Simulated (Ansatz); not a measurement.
Reactions of `CO[Si](F)(F)S`.

Gas-phase electronic energies from Ansatz, PBE0-D4/def2-TZVP geometries. CCSD(T)/CBS is the MP2 limit (def2-TZVPP, def2-QZVPP) plus CCSD(T) − MP2 in def2-TZVPP, frozen cores. This one scheme is used for every species. Each species was taken in one conformer, which may not be the lowest.

| reaction | CCSD/CBS(def2) (kJ/mol) | HF/CBS(def2) (kJ/mol) | MP2/CBS(def2) (kJ/mol) |
| --- | --- | --- | --- |
| `CO[Si](F)(F)S` → `F[SiH](F)S` + `C=O` | 226 | 208 | 232 |
| `CO[Si](F)(F)S` + H₂S → `F[Si](F)(S)S` + CH₃OH | 60 | 77 | 53 |
| `CO[Si](F)(F)S` + H₂ → `CO[SiH](F)S` + H–F | 133 | 139 | 136 |
| `CO[Si](F)(F)S` + H₂ → `F[SiH](F)S` + CH₃OH | 96 | 91 | 104 |
| `CO[Si](F)(F)S` + `COBF` → `F[SiH](F)S` + `COB(F)OC` | -6 | -7 | -3 |
| `CO[Si](F)(F)S` + H–F → `CO[Si](F)(F)F` + H₂S | -97 | -124 | -87 |
| `CO[Si](F)(F)S` + HCl → `F[Si](F)(S)Cl` + CH₃OH | 23 | 30 | 17 |
| `CO[Si](F)(F)S` + `CO[Si](S)(Cl)Cl` → `CO[Si](F)(F)S[Si](Cl)(Cl)OC` + H₂S | -6 | 0 | -9 |
| `CO[Si](F)(F)S` + `CS[Si](F)(F)Cl` → `CO[Si](F)(F)SC` + `F[Si](F)(S)Cl` | 2 | 3 | 2 |
| `CO[Si](F)(F)S` + `FC1=N[SiH2]1` → `CO[Si](F)(F)F` + `SC1=N[SiH2]1` | -142 | -142 | -150 |

(1) Give the CCSD(T)/CBS values in the same order. (Best estimate.)

Largest T1 diagnostic: 0.016, for `SC1=N[SiH2]1`.

Results:

(1) Computed: 224, 57, 134, 99, -6, -92, 21, -8, 2, -141 kJ/mol.
